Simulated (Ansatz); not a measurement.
Results of the Gaussian-basis code of Ansatz.

F2H4O2Si2, SMILES `O[SiH](O)[SiH](F)F` at its PBE0-D4/def2-TZVP geometry, where that method's forces vanish. Total charge 0; spin multiplicity 1.

```csv
atom,x (Å),y (Å),z (Å)
O1,0.295,1.761,0.772
Si2,-0.495,0.358,0.428
O3,-1.708,0.651,-0.631
Si4,0.915,-1.118,-0.736
F5,0.214,-2.542,-0.890
F6,2.228,-1.349,0.143
H7,0.596,1.896,1.671
H8,-0.994,-0.221,1.711
H9,-2.408,1.257,-0.382
H10,1.357,-0.694,-2.086
```

For each bond, give half the difference of the two atoms' forces along it (eV/Å; positive pushes the atoms apart) under PBE-D4, r2SCAN-D4, B3LYP-D4, ωB97M-V in def2-TZVPP. (Estimate.)

The calculation gave: 
```json
{"bond": "O1–Si2", "length (Å)": "1.646", "PBE-D4": "0.29", "r2SCAN-D4": "0.06", "B3LYP-D4": "0.13", "ωB97M-V": "0.13"}
{"bond": "O1–H7", "length (Å)": "0.958", "PBE-D4": "0.32", "r2SCAN-D4": "0.01", "B3LYP-D4": "-0.02", "ωB97M-V": "-0.06"}
{"bond": "Si2–O3", "length (Å)": "1.636", "PBE-D4": "0.29", "r2SCAN-D4": "0.05", "B3LYP-D4": "0.13", "ωB97M-V": "0.15"}
{"bond": "Si2–Si4", "length (Å)": "2.350", "PBE-D4": "-0.30", "r2SCAN-D4": "-0.05", "B3LYP-D4": "-0.06", "ωB97M-V": "-0.16"}
{"bond": "Si2–H8", "length (Å)": "1.493", "PBE-D4": "-0.03", "r2SCAN-D4": "-0.03", "B3LYP-D4": "-0.13", "ωB97M-V": "-0.17"}
{"bond": "O3–H9", "length (Å)": "0.959", "PBE-D4": "0.33", "r2SCAN-D4": "0.01", "B3LYP-D4": "-0.02", "ωB97M-V": "-0.06"}
{"bond": "Si4–F5", "length (Å)": "1.595", "PBE-D4": "0.50", "r2SCAN-D4": "0.05", "B3LYP-D4": "0.19", "ωB97M-V": "0.18"}
{"bond": "Si4–F6", "length (Å)": "1.597", "PBE-D4": "0.51", "r2SCAN-D4": "0.05", "B3LYP-D4": "0.19", "ωB97M-V": "0.18"}
{"bond": "Si4–H10", "length (Å)": "1.482", "PBE-D4": "-0.01", "r2SCAN-D4": "-0.02", "B3LYP-D4": "-0.15", "ωB97M-V": "-0.19"}
```

B3LYP here is the variant with VWN-RPA as its local correlation; programs differ in this.
